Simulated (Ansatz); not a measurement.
Reaction (formal exchange of groups at the Si–O bond): `[SiH3][O][Al]([O][SiH3])[O][SiH3]` + `BC(B)[SiH3]` → `BC([SiH3])B[SiH3]` + `[OH][Al]([O][SiH3])[O][SiH3]`

Gas-phase electronic energies from Ansatz, PBE0-D4/def2-TZVP geometries. CCSD(T)/CBS adds triple-zeta CCSD(T) − MP2 to the extrapolated MP2 energy (def2 sets, frozen cores). Functionals use def2-TZVPP. B3LYP here is the variant with VWN-RPA as its local correlation; programs differ in this. One conformer a species, not always the lowest.

`[SiH3][O][Al]([O][SiH3])[O][SiH3]`:

```xyz
16

Si    2.116   -0.529   -2.428
O     1.021   -0.434   -1.233
Al   -0.008    0.003    0.005
O    -1.006   -1.138    0.703
Si   -1.816   -2.475    1.140
O    -0.040    1.581    0.546
Si   -0.297    3.003    1.287
H     3.042   -1.663   -2.171
H     2.909    0.727   -2.514
H     1.426   -0.751   -3.726
H    -1.630   -2.722    2.594
H    -3.265   -2.298    0.860
H    -1.323   -3.659    0.386
H     1.000    3.589    1.714
H    -1.160    2.822    2.485
H    -0.968    3.943    0.350
```

`BC(B)[SiH3]`:

Cartesian coordinates in Å:
```
B -0.865 0.285 -1.419
C -0.146 0.700 -0.134
B 1.375 0.448 -0.153
Si -0.358 -0.728 1.118
H -1.713 0.980 -1.900
H -0.567 -0.737 -1.969
H -0.470 1.625 0.346
H 2.130 1.209 0.377
H 1.805 -0.538 -0.683
H -0.733 -1.999 0.460
H -1.385 -0.311 2.104
H 0.926 -0.934 1.854
```

`BC([SiH3])B[SiH3]`:

Z-matrix (Å, degrees):
```
Si
C 1 1.911
B 1 2.416 2 39.8
H 1 1.479 2 112.7 3 -101.0
H 1 1.498 2 108.8 3 19.3
H 1 1.482 2 107.4 3 135.5
B 2 1.529 1 108.7 3 115.8
H 2 1.091 1 107.4 3 -116.1
Si 3 2.025 1 102.7 2 -124.5
H 3 1.200 1 116.7 2 105.9
H 7 1.197 2 120.9 1 125.6
H 7 1.198 2 120.0 1 -55.8
H 9 1.493 3 107.8 1 141.2
H 9 1.489 3 111.0 1 -101.1
H 9 1.489 3 114.7 1 21.5
```

`[OH][Al]([O][SiH3])[O][SiH3]`:

```xyz
13

O     0.108    0.783   -2.558
Al    0.041    0.375   -0.925
O    -0.007   -1.240   -0.506
Si   -0.040   -2.861   -0.433
O     0.021    1.558    0.262
Si   -0.019    2.278    1.718
H     0.136    1.689   -2.858
H    -0.264   -3.296    0.971
H     1.252   -3.423   -0.909
H    -1.138   -3.396   -1.281
H    -1.196    3.183    1.797
H    -0.115    1.270    2.808
H     1.219    3.079    1.914
```

| level | ΔE (kcal/mol) | difference from CCSD(T)/CBS |
| --- | --- | --- |
| PBE-D4 | 22.9 | -6.5 |
| r2SCAN-D4 | 28.1 | -1.3 |
| PBE0-D4 | 25.6 | -3.8 |
| B3LYP-D4 | 29.9 | 0.5 |
| ωB97X-V | 29.2 | -0.2 |
| ωB97M-V | 29.5 | 0.1 |
| B2PLYP | 31.8 | 2.4 |
| PBE | 24.0 | -5.4 |
| r2SCAN | 28.3 | -1.1 |
| PBE0 | 26.5 | -2.9 |
| B3LYP | 31.7 | 2.3 |
| HF/def2-TZVPP | 39.6 | 10.2 |
| MP2/def2-TZVPP | 30.8 | 1.4 |
| SCS-MP2/def2-TZVPP | 32.6 | 3.2 |
| CCSD/def2-TZVPP | 30.9 | 1.5 |
| CCSD(T)/def2-TZVPP | 29.5 | 0.1 |
| HF/def2-QZVPP | 40.2 | 10.8 |
| MP2/def2-QZVPP | 30.9 | 1.5 |
| SCS-MP2/def2-QZVPP | 32.7 | 3.3 |
| HF/CBS(def2) | 40.3 | 10.9 |
| MP2/CBS(def2) | 30.7 | 1.3 |
| CCSD/CBS(def2) | 30.8 | 1.4 |
| CCSD(T)/CBS | 29.4 | 0 |

Largest T1 diagnostic among the species: 0.013.

The D4 term adds −1.8 kcal/mol with B3LYP and −1.0 kcal/mol with PBE0; it sums over pairs of atoms, weighted by their polarisabilities, and B3LYP, whose exchange is more repulsive, gets the larger term. In def2-TZVPP, CCSD(T) changes the Hartree–Fock value by −10.2 kcal/mol (the triples alone add −1.5 kcal/mol) and MP2 by −8.8 kcal/mol.
